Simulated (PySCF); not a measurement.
Gas-phase reaction: 4 GeCl₂ + H₂ = 2 GeHCl + 2 GeCl₃

Energies from PySCF (xtb for GFN2), thermal terms from the rigid-rotor harmonic-oscillator model, ideal gas at 1 bar. † marks an energy on the PBE0/def2-TZVP geometry and frequencies; other levels use their own. MP2 freezes the core. 6-31G* has spherical d functions here. Open shells (unrestricted): GeCl₃ (multiplicity 2); the rest are closed-shell singlets. GFN2 has no spin-polarisation term. B3LYP is the form with VWN-RPA correlation. Ge: all electrons, no relativistic terms. GeHCl, GeCl₃: computed as isolated molecules; such fragments, hydroxides, amides, oligomers or adducts are transient or little studied in the gas. MP2 isn't extrapolated to the basis-set limit; its ΔH°(298 K) is 223.8 kJ in def2-SVP and 249.2 kJ in def2-TZVPP. The harmonic model lacks anharmonicity and excited electronic states, which grow with temperature; levels with a mode under 35 cm⁻¹ are left out.

| level | ΔE electronic, kJ | ΔH°(298 K), kJ | ΔS°(298 K), J/K | ΔG°(1000 K), kJ |
|---|---|---|---|---|
| B3LYP/6-31G* | 297 | 298 | -109 | 407 |
| B3LYP/def2-TZVP† | 293 | 295 | -111 | 406 |
| BLYP/def2-TZVP† | 319 | 322 | -111 | 433 |
| GFN2-xTB | 361 | 359 | -95 | 452 |
| HF/6-31G* | 182 | 185 | -115 | 302 |
| MP2/def2-SVP† | 221 | 224 | -111 | 335 |
| MP2/def2-TZVPP† | 247 | 249 | -111 | 361 |
| PBE/def2-SVP | 271 | 273 | -108 | 380 |
| PBE/def2-TZVP† | 280 | 283 | -111 | 394 |
| r2SCAN/def2-TZVP† | 244 | 247 | -111 | 358 |
| LDA/def2-TZVP† | 258 | 261 | -111 | 372 |
ΔH° is lowest at HF/6-31G* and highest at GFN2-xTB. No reference value is set beside these.
